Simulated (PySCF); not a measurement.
C₂H₇PSi₂.
Numbering: `[CH:1]#[C:2][SiH2:3][PH:4][SiH3:5]`

Geometry (GFN2-xTB, Å), atoms numbered from 1 in this order:
```
atom  x, y, z in Å
C1     2.031    1.563   -0.851
C2     1.679    0.438   -0.613
Si3    1.072   -1.255   -0.169
P4    -0.722   -1.204    1.173
Si5   -2.040    0.313    0.210
H6     2.355    2.540   -1.074
H7     0.686   -1.951   -1.400
H8     2.141   -1.944    0.561
H9    -0.171   -0.341    2.098
H10   -3.046    0.679    1.207
H11   -1.322    1.510   -0.234
H12   -2.661   -0.349   -0.935
```

A calculation gives these core lines: C 1s: 290.18 (area 1), 290.29 (area 1) eV; Si 1s: 1846.37 (area 1), 1846.85 (area 1) eV; Si 2p3/2: 106.66 (area 1), 107.03 (area 1) eV; P 1s: 2149.20 eV; P 2p3/2: 135.75 eV.

Computed with delta-SCF UKS SCAN, pcX-2 on the ionised atom, pcseg-1 elsewhere, spin-free X2C in PySCF. Isolated species at its GFN2-xTB geometry (one conformer only).

Task: Order the silicon atoms by Si 1s binding energy.

Result: 1846.37 eV: Si5 (SiH3 silicon); 1846.85 eV: Si3 (SiH2 silicon). The listed Si 1s values span 0.48 eV, from Si5 (bonded to 3 H and P) to Si3 (bonded to C, 2 H and P). Summing the Pauling electronegativity differences to the bonded atoms, each weighted by its formal bond order, gives +1.19 for the lowest site and +1.54 for the highest.

Task: Order the silicon atoms by Si 2p3/2 binding energy.

Result: 106.66 eV: Si5 (SiH3 silicon); 107.03 eV: Si3 (SiH2 silicon). Lowest listed Si 2p3/2: Si5, bonded to 3 H and P. Highest, 0.37 eV above it: Si3, bonded to C, 2 H and P. Summing the Pauling electronegativity differences to the bonded atoms, each weighted by its formal bond order, gives +1.19 for the lowest site and +1.54 for the highest.

Bonded neighbours of each site: C1: C (triple bond) and H; C2: C (triple bond) and Si; Si3: C, 2 H and P; P4: H and 2 Si; Si5: 3 H and P.

Task: Which photon wavelength matches the C 1s of C2 threshold?

Result: λ = hc/E = 12398.42 eV Å / 290.18 eV = 42.727 Å.

Spin contamination (⟨S²⟩ against 0.75 for a pure doublet) is marked for C 1s of C2 (0.85), which makes this value less certain. The 2p values aren't plain energy differences: one relaxed spin-free 2p hole is combined with a matrix within the shell (ground-state 2p orbital-energy differences and spin–orbit coupling). 2p3/2, the mean of its two sublevels, lies a third of the splitting below the shell's mean and 2p1/2 two thirds above it; the statistical areas are 2:1. 2p1/2 minus 2p3/2 (ligand field included): Si 0.62 eV, P 0.89 eV.
